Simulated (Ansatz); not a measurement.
Gas-phase reaction R1 + R2 → P1 + P2, each structure at its B3LYP-D3(BJ)/def2-TZVP stationary point, reached from a drawn start (curvature not checked).
R1: Cl4Ti (SMILES [Cl][Ti]([Cl])([Cl])[Cl]), charge 0, multiplicity 1.
P1: Cl3FTi (SMILES [F][Ti]([Cl])([Cl])[Cl]), charge 0, multiplicity 1.
P2: HCl (SMILES Cl), charge 0, multiplicity 1.
R2: HF (SMILES F), charge 0, multiplicity 1.

P less R. No zero-point or thermal terms; no spin–orbit coupling.

Cores are frozen in the correlated methods. CBS(a, b) extrapolates the correlation energy as X⁻³ and adds the Hartree–Fock energy of set b.

Programs: Ansatz (an electronic-structure program). All values are computed, each at the level named.

What reaction energy does CCSD/def2-QZVPP give?

-21 kJ/mol

What is the computed reaction energy (CCSD(T)/CBS(def2-TZVPP, def2-QZVPP))?

-9 kJ/mol

What is the computed reaction energy (r2SCAN/def2-TZVPP)?

-24 kJ/mol
